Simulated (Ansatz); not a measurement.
Molecule: sum formula AlO2H3, net charge 0, singlet state. 
Coordinates optimised at B3LYP-D3(BJ)/def2-TZVP (Ansatz, an electronic-structure program):
```
Al
O 1 1.6926
H 2 0.9583 1 123.93
O 1 1.6983 2 118.48 3 0.00
H 4 0.9576 1 124.59 2 180.00
H 1 1.5649 2 118.40 3 -180.00
```
Charge 0, spin multiplicity 1.

Basis-set convergence of Hartree-Fock and MP2 correlation energies (hartree) with Ansatz. Cores are frozen in the correlated levels unless marked. Spin-orbit coupling is left out. No relativistic terms.

| basis | functions | E(HF) | E(corr, MP2) |
|---|---|---|---|
| aug-cc-pV(D+d)Z | 105 | -393.53561 | -0.47849 |
| aug-cc-pV(T+d)Z | 216 | -393.58552 | -0.58296 |
| aug-cc-pV(Q+d)Z | 387 | -393.59879 | -0.62158 |

Extrapolating the two largest sets (X = 3 and 4) as X^-3: E(corr) = (64·(-0.62158) - 27·(-0.58296))/37 = -0.6498 Eh, an estimate of the basis-set limit. The largest set recovers 95.7 % of it, the smallest 73.6 %.
